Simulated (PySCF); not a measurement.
Br2FHSi.

```xyz
5

Si     0.4411    -0.7229     0.0000
F     -0.4401    -2.0783     0.0000
Br    -0.0583     0.4273    -1.8122
Br    -0.0583     0.4273     1.8122
H      1.8671    -1.0838     0.0000
```

Geometry: TPSSh-D3(BJ)/def2-SVP. This is a generated structure with no PubChem entry under its InChIKey; it may be hypothetical.

Computed with PySCF with PBE/pcSseg-1. Non-relativistic, no solvent.

Computed absolute GIAO shielding of each atom: isotropic value and principal components (ppm):
```
atom  σ(iso)     σ11     σ22     σ33   span
----  ------  ------  ------  ------  -----
Si1    309.3   267.4   327.0   333.6   66.3
F2     261.5   197.4   264.9   322.0  124.7
Br3   2273.7  1902.4  2156.2  2762.5  860.2
Br4   2273.7  1902.4  2156.2  2762.5  860.2
H5      24.6    19.9    22.5    31.4   11.5
```
